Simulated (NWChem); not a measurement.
All runs are NWChem calculations. System: C2H4ClFSi, charge 0, spin multiplicity 1, displaced from the optimised geometry. The structure started from a generated list of species.

Input file:

```
start mol
memory heap 200 mb stack 800 mb global 1000 mb
geometry units angstroms nocenter noautoz
  F      0.877553    -1.275657     0.000000
  C      0.446061     0.030059     0.000000
  Si     1.852411     1.348066     0.000000
  C     -0.892585     0.308960     0.000000
  Cl    -2.148493    -0.932037     0.000000
  H      2.715483     1.169459     1.237229
  H      2.715483     1.169459    -1.237229
  H      1.205114     2.721818     0.000000
  H     -1.264290     1.357766     0.000000
  symmetry group Cs
end
basis spherical
  * library def2-svp
end
dft
  xc pbe0
  semidirect memsize 60000000 filesize 0
  iterations 100
  convergence nodiis damp 40
end
task dft gradient
```

The output up to the point where the run's verdict is printed (cleaned and shortened):

```
             Northwest Computational Chemistry Package (NWChem) 7.3.0
             --------------------------------------------------------

                                NWChem Input Module
                                -------------------

 Scaling coordinates for geometry "geometry" by  1.889725989
 (inverse scale =  0.529177249)

 Turning off AUTOSYM since
 SYMMETRY directive was detected!

                             Geometry "geometry" -> ""
                             -------------------------

 Output coordinates in angstroms (scale by  1.889725989 to convert to a.u.)

  No.       Tag          Charge          X              Y              Z
 ---- ---------------- ---------- -------------- -------------- --------------
    1 F                    9.0000     0.87755300    -1.27565700     0.00000000
    2 C                    6.0000     0.44606100     0.03005900     0.00000000
    3 Si                  14.0000     1.85241100     1.34806600     0.00000000
    4 C                    6.0000    -0.89258500     0.30896000     0.00000000
    5 Cl                  17.0000    -2.14849300    -0.93203700     0.00000000
    6 H                    1.0000     2.71548300     1.16945900     1.23722900
    7 H                    1.0000     2.71548300     1.16945900    -1.23722900
    8 H                    1.0000     1.20511400     2.72181800     0.00000000
    9 H                    1.0000    -1.26429000     1.35776600     0.00000000

 Effective nuclear repulsion energy (a.u.)     255.4508618272

            Nuclear Dipole moment (a.u.)
            ----------------------------
        X                 Y               Z
 ---------------- ---------------- ----------------
    -0.0000075589    -0.0000037795     0.0000000000

      Symmetry information
      --------------------

 Group name             Cs
 Group number              2
 Group order               2
 No. of unique centers     8

      Symmetry unique atoms

     1    2    3    4    5    6    8    9


 Summary of "ao basis" -> "" (spherical)
 ------------------------------------------------------------------------------
[...]
 d= 0,ls=0.0         52   -673.2902589225 -7.70D+00  7.37D-01              16.1
 d= 0,ls=0.0         53   -665.5854931713  7.70D+00  7.37D-01              16.4
 d= 0,ls=0.0         54   -673.2902589225 -7.70D+00  7.37D-01              16.7
 d= 0,ls=0.0         55   -665.5854931713  7.70D+00  7.37D-01              17.0
 d= 0,ls=0.0         56   -673.2902589225 -7.70D+00  7.37D-01              17.4
 d= 0,ls=0.0         57   -665.5854931713  7.70D+00  7.37D-01              17.8
 d= 0,ls=0.0         58   -673.2902589225 -7.70D+00  7.37D-01              18.2
 d= 0,ls=0.0         59   -665.5854931713  7.70D+00  7.37D-01              18.5
 d= 0,ls=0.0         60   -673.2902589225 -7.70D+00  7.37D-01              18.8
 d= 0,ls=0.0         61   -665.5854931713  7.70D+00  7.37D-01              19.1
 d= 0,ls=0.0         62   -673.2902589225 -7.70D+00  7.37D-01              19.5
 d= 0,ls=0.0         63   -665.5854931713  7.70D+00  7.37D-01              19.8
 d= 0,ls=0.0         64   -673.2902589225 -7.70D+00  7.37D-01              20.0
 d= 0,ls=0.0         65   -665.5854931713  7.70D+00  7.37D-01              20.3
 d= 0,ls=0.0         66   -673.2902589225 -7.70D+00  7.37D-01              20.6
 d= 0,ls=0.0         67   -665.5854931713  7.70D+00  7.37D-01              20.9
 d= 0,ls=0.0         68   -673.2902589225 -7.70D+00  7.37D-01              21.2
 d= 0,ls=0.0         69   -665.5854931713  7.70D+00  7.37D-01              21.4
 d= 0,ls=0.0         70   -673.2902589225 -7.70D+00  7.37D-01              21.7
 d= 0,ls=0.0         71   -665.5854931713  7.70D+00  7.37D-01              22.0
 d= 0,ls=0.0         72   -673.2902589225 -7.70D+00  7.37D-01              22.4
 d= 0,ls=0.0         73   -665.5854931713  7.70D+00  7.37D-01              22.7
 d= 0,ls=0.0         74   -673.2902589225 -7.70D+00  7.37D-01              22.9
 d= 0,ls=0.0         75   -665.5854931713  7.70D+00  7.37D-01              23.2
 d= 0,ls=0.0         76   -673.2902589225 -7.70D+00  7.37D-01              23.5
 d= 0,ls=0.0         77   -665.5854931713  7.70D+00  7.37D-01              23.8
 d= 0,ls=0.0         78   -673.2902589225 -7.70D+00  7.37D-01              24.1
 d= 0,ls=0.0         79   -665.5854931713  7.70D+00  7.37D-01              24.4
 d= 0,ls=0.0         80   -673.2902589225 -7.70D+00  7.37D-01              24.7
 d= 0,ls=0.0         81   -665.5854931713  7.70D+00  7.37D-01              25.0
 d= 0,ls=0.0         82   -673.2902589225 -7.70D+00  7.37D-01              25.3
 d= 0,ls=0.0         83   -665.5854931713  7.70D+00  7.37D-01              25.6
 d= 0,ls=0.0         84   -673.2902589225 -7.70D+00  7.37D-01              25.8
 d= 0,ls=0.0         85   -665.5854931713  7.70D+00  7.37D-01              26.1
 d= 0,ls=0.0         86   -673.2902589225 -7.70D+00  7.37D-01              26.4
 d= 0,ls=0.0         87   -665.5854931713  7.70D+00  7.37D-01              26.8
 d= 0,ls=0.0         88   -673.2902589225 -7.70D+00  7.37D-01              27.1
 d= 0,ls=0.0         89   -665.5854931713  7.70D+00  7.37D-01              27.5
 d= 0,ls=0.0         90   -673.2902589225 -7.70D+00  7.37D-01              27.9
 d= 0,ls=0.0         91   -665.5854931713  7.70D+00  7.37D-01              28.1
 d= 0,ls=0.0         92   -673.2902589225 -7.70D+00  7.37D-01              28.4
 d= 0,ls=0.0         93   -665.5854931713  7.70D+00  7.37D-01              28.7
 d= 0,ls=0.0         94   -673.2902589225 -7.70D+00  7.37D-01              28.9
 d= 0,ls=0.0         95   -665.5854931713  7.70D+00  7.37D-01              29.2
 d= 0,ls=0.0         96   -673.2902589225 -7.70D+00  7.37D-01              29.5
 d= 0,ls=0.0         97   -665.5854931713  7.70D+00  7.37D-01              29.7
 d= 0,ls=0.0         98   -673.2902589225 -7.70D+00  7.37D-01              30.0
 d= 0,ls=0.0         99   -665.5854931713  7.70D+00  7.37D-01              30.4
 d= 0,ls=0.0        100   -673.2902589225 -7.70D+00  7.37D-01              30.7
```

The run did not converge; its last values are not results. The next line reads: Calculation failed to converge. NWChem stopped with the message: dft gradient failed.
